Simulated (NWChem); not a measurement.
System: C₅H₄O; SMILES C1C=CC(C=1)=O

The following NWChem deck was run.

```
start job
memory heap 200 mb stack 900 mb global 1100 mb
geometry units angstroms noautoz
  O      0.000000     0.000000    -2.026475
  C      0.000000     0.000000    -0.821756
  C      0.000000     1.202431     0.085253
  C      0.000000     0.747869     1.346491
  C      0.000000    -0.747869     1.346491
  C      0.000000    -1.202431     0.085253
  H      0.000000     2.230186    -0.274447
  H      0.000000     1.349135     2.257182
  H      0.000000    -1.349135     2.257182
  H      0.000000    -2.230186    -0.274447
end
basis spherical
  * library def2-tzvp
end
dft
  xc becke88 lyp
  iterations 150
  semidirect filesize 400000000
  mulliken
end
task dft energy
```

Output (shortened):

```
             Northwest Computational Chemistry Package (NWChem) 7.3.0
             --------------------------------------------------------

 C2V symmetry detected

                             Geometry "geometry" -> ""
                             -------------------------

 Output coordinates in angstroms (scale by  1.889725989 to convert to a.u.)

  No.       Tag          Charge          X              Y              Z
 ---- ---------------- ---------- -------------- -------------- --------------
    1 O                    8.0000     0.00000000     0.00000000    -2.02657171
    2 C                    6.0000     0.00000000     0.00000000    -0.82185271
    3 C                    6.0000     0.00000000     1.20243100     0.08515629
    4 C                    6.0000     0.00000000     0.74786900     1.34639429
    5 C                    6.0000     0.00000000    -0.74786900     1.34639429
    6 C                    6.0000     0.00000000    -1.20243100     0.08515629
    7 H                    1.0000     0.00000000     2.23018600    -0.27454371
    8 H                    1.0000     0.00000000     1.34913500     2.25708529
    9 H                    1.0000     0.00000000    -1.34913500     2.25708529
   10 H                    1.0000     0.00000000    -2.23018600    -0.27454371

 Effective nuclear repulsion energy (a.u.)     200.4043034395

      Symmetry information
      --------------------

 Group name             C2v
 Group number             16
 Group order               4
 No. of unique centers     6

                                 NWChem DFT Module
                                 -----------------

 Summary of "ao basis" -> "ao basis" (spherical)
 ------------------------------------------------------------------------------
       Tag                 Description            Shells   Functions and Types
 ---------------- ------------------------------  ------  ---------------------
 O                         def2-tzvp                11       31   5s3p2d1f
 C                         def2-tzvp                11       31   5s3p2d1f
 H                         def2-tzvp                 4        6   3s1p

      Symmetry analysis of basis
      --------------------------

        a1         80
        a2         28
        b1         36
        b2         66

            General Information
            -------------------
          SCF calculation type: DFT
          Wavefunction type:  closed shell.
          No. of atoms     :    10
          No. of electrons :    42
           Alpha electrons :    21
            Beta electrons :    21
          Charge           :     0
          Spin multiplicity:     1
          Use of symmetry is: on ; symmetry adaption is: on
          Maximum number of iterations: 150
          AO basis - number of functions:   210
                     number of shells:    82
          Convergence on energy requested:  1.00D-06
          Convergence on density requested:  1.00D-05
          Convergence on gradient requested:  5.00D-04

              XC Information
              --------------
                    Becke 1988 Exchange Functional  1.000
              Lee-Yang-Parr Correlation Functional  1.000

             Grid Information
             ----------------
          Grid used for XC integration:  medium
          Radial quadrature: Mura-Knowles
          Angular quadrature: Lebedev.
          Tag              B.-S. Rad. Rad. Pts. Rad. Cut. Ang. Pts.
          ---              ---------- --------- --------- ---------
          O                   0.60       49          12.0       434
          C                   0.70       49          10.0       434
          H                   0.35       45          12.0       434
          Grid pruning is: on
          Number of quadrature shells:   286
          Spatial weights used:  Erf1

      Superposition of Atomic Density Guess
      -------------------------------------

 Sum of atomic energies:        -265.14018505

      Non-variational initial energy
      ------------------------------

 Total energy =    -268.781135
 1-e energy   =    -754.668035
 2-e energy   =     285.482597
 HOMO         =      -0.266187
 LUMO         =      -0.138594

      Symmetry analysis of molecular orbitals - initial
      -------------------------------------------------

  Numbering of irreducible representations:

     1 a1          2 a2          3 b1          4 b2

  Orbital symmetries:

     1 a1          2 a1          3 b2          4 a1          5 b2
     6 a1          7 a1          8 a1          9 b2         10 a1
    11 b2         12 a1         13 a1         14 b1         15 b2
    16 a1         17 b2         18 b1         19 a1         20 b2
    21 a2         22 b1         23 a2         24 a1         25 b1
    26 a1         27 b2         28 b2         29 a1         30 a1
    31 b2

------------------------------------------------------------
EAF file 0: "./job.aoints.0" size=346554368 bytes
------------------------------------------------------------
               write      read    awrite     aread      wait
               -----      ----    ------     -----      ----
     calls:      661         0         0         0         0
   data(b): 3.47e+08  0.00e+00  0.00e+00  0.00e+00
   time(s): 0.00e+00  0.00e+00  0.00e+00  0.00e+00  0.00e+00
rate(mb/s): 0.00e+00  0.00e+00
------------------------------------------------------------

     ---------------------------------------------
      Total Density - Mulliken Population Analysis
     ---------------------------------------------

[...]
```

Level: BLYP/def2-TZVP. The geometry was optimised at PBE0/def2-SVP.
